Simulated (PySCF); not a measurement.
# Structure from NMR data

The spectra below were simulated for a compound C6H14Si.

¹H NMR (300 MHz, computed): δ 4.87 (m, 1H), 2.46 (m, 1H), 1.94 (m, 1H), 1.54 (m, 1H), 1.08 (d, 3H), 1.06 (d, 3H), 0.74 (m, 1H), 0.28 (d, 3H).

¹³C{¹H} NMR (computed): δ 33.2, 31.6, 21.7, 20.6, 15.8, -2.2.

[PySCF 2.14.0 with density-fitted response routines: geometry: GFN2-xTB; GIAO PBE0/pcSseg-1 shieldings; relativity neglected; equivalent nuclei averaged; no solvent model; single conformer]

δ = σ(ref) − σ, references computed at the same level: ¹H (σref 31.72) and ¹³C (σref 186.93) against TMS.

Task: Propose a structure and justify it.

Result: 
1. The formula gives 1 degree of unsaturation (1 ring in the answer).
2. 6 carbon signals for 6 carbons: no two carbons are equivalent.
3. Carbon types of the structure: 2 × CH, 1 × CH2, 3 × CH3, leaving 1 H on heteroatoms.
4. δC 33.2: sp3 CH in a ring; aliphatic region, no heteroatom directly attached.
5. δC 31.6: sp3 CH bonded to Si.
6. δC 21.7, 15.8: methyl carbon; saturated and bonded to C and H only.
7. δC -2.2: methyl carbon bonded to Si; an electropositive neighbour leaves it electron-rich and shielded.
8. δH 1.54, 0.74: hydrogen on an sp3 CH2 bonded to Si.
9. δH 1.08, 1.06: hydrogen on a methyl carbon.
10. δH 0.28: hydrogen on a methyl carbon bonded to Si; an electropositive neighbour shields it, as in TMS itself.

These data were computed for SMILES C[C@@H]1C[Si@@H](C)[C@@H]1C.

The data come from this structure; uniqueness wasn't tested.

Shifts are as computed. Against solution values, carbons near 30 ppm lie about +3 ppm off and those near 130 ppm about +5 ppm. Of 1211 compounds with measured shifts, 218 miss one by over three times the rms of a fit or turn the order of signals round; such compounds aren't used in these exercises. Multiplicities follow the n + 1 count of equivalent neighbours, as no J values were calculated; m marks all less simple cases, F and P coupling included.
